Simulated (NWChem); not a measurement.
System: PbClF, singlet; SMILES [Pb]([F])[Cl]

The following NWChem deck was run.

```
start job
memory heap 200 mb stack 900 mb global 1100 mb
geometry units angstroms noautoz
  Pb    -0.257064     0.337888     0.000000
  F      1.648011     1.108400     0.000000
  Cl     0.327919    -2.073686     0.000000
end
basis spherical
  * library def2-svp
end
ecp
  Pb library def2-ecp
end
dft
  xc xwpbe 1.00 cpbe96 1.0 hfexch 1.00
  cam 0.25 cam_alpha 0.0 cam_beta 1.0
  iterations 150
  vectors input atomic output neutral.movecs
end
task dft energy
charge 1
dft
  odft
  mult 2
  vectors input atomic output cation.movecs
end
task dft energy
```

Low-valent species are run as closed-shell singlets; no triplet was tried in these runs. Coordinates come from a PBE0/def2-SVP optimisation. def2 effective core potentials on Pb; no spin-orbit coupling.

Ions are spin-unrestricted doublets at the neutral geometry; other ion states weren't tried. Functional: LC-ωPBE (HJS hole) with def2-SVP; the question gives the range parameter ω in 1/bohr.

### Question
Give the results of this calculation. (LC-wPBE (HJS exchange hole, range parameter 0.25 per bohr)/def2-SVP with def2 effective core potentials on Pb, vertical spin-unrestricted ions.) Quantities: vertical ionisation energy, ΔSCF (eV); −ε(HOMO) (eV).

### Answer
```json
{
 "vertical ionisation energy, ΔSCF (eV)": "10.52",
 "−ε(HOMO) (eV)": "9.81"
}
```
